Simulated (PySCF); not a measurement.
Method: B3LYP-D3(BJ)/def2-TZVP // PBE-D3(BJ)/def2-SVP (PySCF). Gas-phase values, no solvent. B3LYP has the VWN-RPA correlation part, as in Gaussian. 

Reference species: [Pt(CO)] (neutral, multiplicity 1).

```
Quantity                                 Value
-------------------------------------  -------
mean C–O bond length of the carbonyls  1.165 Å
coordination number                          1
dipole moment                           2.62 D
charge on the central atom (Mulliken)   0.03 e
```

Changed species: [Pd(CO)] (M = Pd, multiplicity 1; the reference has M = Pt, multiplicity 1).

What does the change do to the mean C–O bond length of the carbonyls, coordination number, dipole moment and charge on the central atom (Mulliken)?

the mean C–O bond length of the carbonyls falls by 0.004 Å, to 1.161 Å; the coordination number is nearly the same; the dipole moment rises by 0.25 D, to 2.87 D; the charge on the central atom (Mulliken) rises by 0.09 e, to 0.12 e.
